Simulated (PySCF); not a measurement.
Simulation results for AlH3NSi, BClHNSi, B2H3NSi, AlBH3O2

Calculation on a computer-drawn molecule: optimised geometry and harmonic frequencies of an isolated molecule of the commonest isotopes, restricted reference for singlets and unrestricted otherwise, frozen core in MP2. Program: PySCF 2.14.0.

Common to all runs: basis cc-pV(D+d)Z.

(1) AlH3NSi

Start structure:
```xyz
6
AlH3NSi
Al     1.2323    -0.2430    -1.2160
N      0.9644    -0.1460     0.4230
Si     0.7083    -0.0554     1.9897
H      1.4802    -0.3328    -2.7318
H      1.5911     0.6951     2.8833
H     -0.4263    -0.7166     2.6352
```

| Item | Value |
| --- | --- |
| charge | 1 |
| multiplicity | 1 |
| method | MP2 |
| rotational constants | 160.4, 2.936, 2.884 GHz |
| total energy | -587.1108 hartree |
| convergence status largest gradient component | 1.178e-05 hartree/bohr |

Drawn bonds:
```
atom  other atom  order
   1           2      2
   2           3      1
   1           4      1
   3           5      1
   3           6      1
```

Optimised structure:
```xyz
6
AlH3NSi
Al     1.2365    -0.2447    -1.2420
N      0.9646    -0.1463     0.4230
Si     0.7041    -0.0538     2.0151
H      1.4852    -0.3344    -2.7627
H      1.5990     0.7035     2.9003
H     -0.4394    -0.7230     2.6497
```

Modes:
```
frequency (cm⁻¹)  reduced mass (dalton)
           85.92                  4.486
           129.1                  5.026
           420.9                  1.143
           435.5                  1.201
           613.7                  10.07
           700.6                  1.216
           729.2                   1.17
            1017                  1.063
            1355                  13.46
            2126                  1.052
            2348                  1.028
            2383                  1.059
```

(2) BClHNSi

Start structure:
```xyz
5
BClHNSi
Si    -0.4884    -0.0948     1.0686
N      0.7002    -1.2409     1.3714
B      1.6948    -2.0631     1.6726
Cl     2.9623    -3.0552     1.9967
H     -1.2397    -0.8295     0.0683
```

| Property | Result |
| --- | --- |
| charge | 0 |
| multiplicity | 1 |
| method | HF |
| rotational constants | 219, 1.421, 1.412 GHz |
| total energy | -828.1911 hartree |
| convergence status largest gradient component | 2.361e-05 hartree/bohr |

Drawn bonds:
```
atom  other atom  order
   1           2      1
   2           3      2
   3           4      1
   1           5      1
```

Optimised structure:
```xyz
5
BClHNSi
Si    -0.4771    -0.0864     1.1080
N      0.7327    -1.2780     1.3484
B      1.6830    -2.0313     1.6419
Cl     2.9725    -3.0643     2.0340
H     -1.2819    -0.8235     0.0454
```

Modes:
```
frequency (cm⁻¹)  reduced mass (dalton)
           107.2                  5.709
           119.2                  8.037
           420.7                  11.47
           443.5                  11.81
           468.7                  15.25
           939.6                  1.143
           957.1                  14.03
            2063                  2.611
            2102                  1.518
```

(3) B2H3NSi

Start structure:
```xyz
7
B2H3NSi
B      0.6224    -1.3597    -2.7706
B      0.5782    -1.0523    -1.2295
N      0.4836    -0.9195     0.0370
Si     0.5341    -0.3587     1.6530
H     -0.2472    -1.0361    -3.4793
H      1.4777    -1.9704    -3.3457
H     -0.2065    -1.5840     2.1930
```

| Item | Value |
| --- | --- |
| charge | 0 |
| multiplicity | 1 |
| method | HF |
| rotational constants | 114.2, 2.246, 2.245 GHz |
| total energy | -394.4720 hartree |
| convergence status largest gradient component | 4.144e-05 hartree/bohr |

Drawn bonds:
```
atom  other atom  order
   1           2      1
   2           3      2
   3           4      1
   1           5      1
   1           6      1
   4           7      1
```

Optimised structure:
```xyz
7
B2H3NSi
B      0.6066    -1.3826    -2.8519
B      0.5454    -1.0845    -1.1916
N      0.4941    -0.8728     0.0444
Si     0.5348    -0.3809     1.6805
H     -0.2716    -1.0012    -3.5682
H      1.5281    -1.9786    -3.3267
H     -0.1951    -1.5801     2.2713
```

Modes:
```
frequency (cm⁻¹)  reduced mass (dalton)
           105.1                  4.535
           130.3                  4.661
           214.6                  1.028
           337.6                  2.953
           357.9                  5.546
           552.5                  5.542
           821.2                  1.638
           924.3                  3.377
           937.8                  1.414
            1009                  1.411
            1275                  1.166
            2033                  8.145
            2090                  1.085
            2708                  1.055
            2789                  1.126
```

(4) AlBH3O2

Start structure:
```xyz
7
AlBH3O2
O     -0.2169    -0.8999    -1.6600
B      0.9210    -0.5772    -0.9421
O      0.8243     0.5636    -0.3122
Al     2.7500    -1.6198    -0.6197
H     -0.2227    -1.6947    -2.1681
H      1.7027     0.7832     0.2379
H      3.4714    -0.4675     0.4217
```

| Quantity | Value |
| --- | --- |
| charge | 0 |
| multiplicity | 2 |
| method | HF |
| rotational constants | 9.875, 3.677, 2.679 GHz |
| total energy | -418.1380 hartree |
| spin squared | 0.756 |
| convergence status largest gradient component | 2.388e-05 hartree/bohr |

Drawn bonds:
```
atom  other atom  order
   1           2      1
   2           3      1
   2           4      1
   1           5      1
   3           6      1
   4           7      1
```

Optimised structure:
```xyz
7
AlBH3O2
O     -0.1728    -0.9196    -1.6766
B      0.8511    -0.4720    -0.9049
O      0.6324     0.7340    -0.3170
Al     2.7318    -1.5922    -0.6113
H     -0.0127    -1.7562    -2.0805
H      1.3468     1.0386     0.2179
H      3.8533    -0.9449     0.3300
```

Modes:
```
frequency (cm⁻¹)  reduced mass (dalton)
             131                  1.119
           180.8                  3.221
           344.1                  8.418
           414.2                  6.175
           538.4                  1.159
           574.8                  1.253
           583.8                  6.286
           598.2                  1.127
            1058                  1.537
            1090                  1.231
            1326                  3.202
            1425                  7.076
            1898                  1.045
            4198                  1.067
            4204                  1.067
```
